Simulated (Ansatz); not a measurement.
`[SiH3][CH2][SnH3]` + `C[SeH]` → `C[Se][SnH3]` + `C[SiH3]` at 298.15 K and 1 bar (ligand exchange at the Sn–C bond).

Computed with Ansatz on PBE0-D4/def2-TZVP structures; ΔE is electronic, products minus reactants. CCSD(T)/CBS adds triple-zeta CCSD(T) − MP2 to the extrapolated MP2 energy (def2 sets, frozen cores). This one scheme is used for every species. Elements past krypton have def2 core potentials. For Se, Sn outer-core shells are correlated without core-valence functions, which leaves a few kJ/mol of doubt a bond. Scalar relativity is left out up to krypton.

| species | CCSD(T)/CBS energy (Eh) | H − E (kJ/mol) | S (J/(mol·K)) |
| --- | --- | --- | --- |
| `[SiH3][CH2][SnH3]` | -545.94570 | 208.4 | 356.1 |
| `C[SeH]` | -2441.15625 | 129.5 | 267.5 |
| `C[Se][SnH3]` | -2656.39593 | 172.4 | 356.1 |
| `C[SiH3]` | -330.73916 | 173.3 | 255.5 |

H − E and S are ideal-gas, rigid-rotor, harmonic terms from PBE0-D4/def2-TZVP. 1 Eh = 2625.50 kJ/mol, R = 8.31446 J/(mol·K).

**Question.** By hand: ΔE, ΔH, ΔS and ΔG.

**Answer.** ΔE = (-2656.39593) + (-330.73916) − (-545.94570) − (-2441.15625) = -0.03314 Eh = -87.0 kJ/mol. Δ(H − E) = 172.4 + 173.3 − 208.4 − 129.5 = 7.8, so ΔH = -79.2 kJ/mol. ΔS = 356.1 + 255.5 − 356.1 − 267.5 = -12.0 J/(mol·K). ΔG = -79.2 − 298.15 × (-12.0)/1000 = -75.6 kJ/mol.

**Question.** By hand: the equilibrium constant, and the temperature at which ΔG would vanish if ΔH and ΔS stayed fixed.

**Answer.** log₁₀ K = −ΔG/(RT ln 10) = 13.2. ΔG = 0 at ΔH/ΔS = 6600 K, far beyond where these terms or the molecules hold.

The number of gas molecules stays the same, so ΔS is small and ΔH decides. A doubt of 5 kJ/mol in ΔE shifts log₁₀ K by 0.9 here. Modes under 60 cm⁻¹, often nearly free rotors, make the harmonic entropy too high. These are equilibria of isolated gas molecules and say nothing of rates. Largest T1 diagnostic: 0.012 (customary marks: 0.02 for closed shells, 0.045 for open ones).
